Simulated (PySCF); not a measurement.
(1S)-1-bromo-1-chloroethane (C2H4BrCl), SMILES Cl[C@@H](Br)C. Atoms are numbered in the order given.

```xyz
8

C     -1.6595    -1.0254     0.2883
C     -0.2136    -0.6504     0.4791
Cl     0.8499    -1.6933    -0.4905
Br     0.0781     1.2274     0.0424
H     -1.9551    -0.8981    -0.7622
H     -1.8041    -2.0788     0.5721
H     -2.3000    -0.3923     0.9190
H      0.1147    -0.7494     1.5201
```

Coordinates come from a PBE0-D3(BJ)/def2-SVP optimisation.

Two levels are set side by side: PBE/pcSseg-1 (PySCF) and B3LYP/pcSseg-1 (PySCF). GIAO shifts against HCl (³⁵Cl), TMS (¹H), TMS (¹³C) at the same level; non-relativistic, no solvent, atoms listed together averaged. Without spin–orbit terms, shifts of atoms bonded to Cl or Br come out too high at both levels. Differences are taken from unrounded values.

```json
[
 {"quantity": "δ(¹³C) of C1 (ppm)", "PBE": "38.7"},
 {"quantity": "δ(¹³C) of C2 (ppm)", "PBE": "88.2"},
 {"quantity": "δ(³⁵Cl) of Cl3 (ppm)", "PBE": "320.2"},
 {"quantity": "δ(¹H) of H8 (ppm)", "PBE": "6.49"}
]
```

**Question.** These are the PBE values. What does B3LYP give? (An estimate is asked for; the answer gives what the named calculation found.)

**Answer.** 
| quantity | B3LYP | PBE minus B3LYP |
|---|---|---|
| δ(¹³C) of C1 (ppm) | 38.5 | 0.3 |
| δ(¹³C) of C2 (ppm) | 85.7 | 2.5 |
| δ(³⁵Cl) of Cl3 (ppm) | 300.2 | 20.0 |
| δ(¹H) of H8 (ppm) | 6.22 | 0.27 |

Rough cost on one machine, each run with all the roots and properties that it gave: B3LYP against PBE within a factor of 2.
